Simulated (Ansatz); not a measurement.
Start from `CC(Cl)CCl` and change one atom or group to get `C[CH](Cl)[GeH3]`.

Ansatz, PBE0-D4/def2-TZVP geometries, multiplicity 1. Each molecule was computed in one conformer, which needn't be the lowest.

Scalar relativity is left out up to krypton.

| property | `CC(Cl)CCl` |
| --- | --- |
| HOMO–LUMO gap (PBE0/def2-TZVPP) / eV | 8.84 |
| HOMO energy (B3LYP/def2-TZVPP) / eV | -8.27 |
| HOMO energy (PBE/def2-TZVPP) / eV | -7.13 |
| HOMO–LUMO gap (PBE/def2-TZVPP) / eV | 6.28 |
| size of the dipole moment (PBE/def2-TZVPP) / D | 0.51 |
| HOMO–LUMO gap (ωB97M-V/def2-TZVPP) / eV | 13.32 |

**Question.** Give the same properties after the change, and the shifts. (An estimate is asked.)

**Answer.** The calculation gave: 
| property | `C[CH](Cl)[GeH3]` | shift |
| --- | --- | --- |
| HOMO–LUMO gap (PBE0/def2-TZVPP) / eV | 8.17 | -0.67 |
| HOMO energy (B3LYP/def2-TZVPP) / eV | -7.61 | 0.66 |
| HOMO energy (PBE/def2-TZVPP) / eV | -6.55 | 0.58 |
| HOMO–LUMO gap (PBE/def2-TZVPP) / eV | 5.93 | -0.35 |
| size of the dipole moment (PBE/def2-TZVPP) / D | 1.71 | 1.20 |
| HOMO–LUMO gap (ωB97M-V/def2-TZVPP) / eV | 12.13 | -1.19 |

Dipoles are sizes alone; their direction can turn.

B3LYP here is the variant with VWN-RPA as its local correlation; programs differ in this.
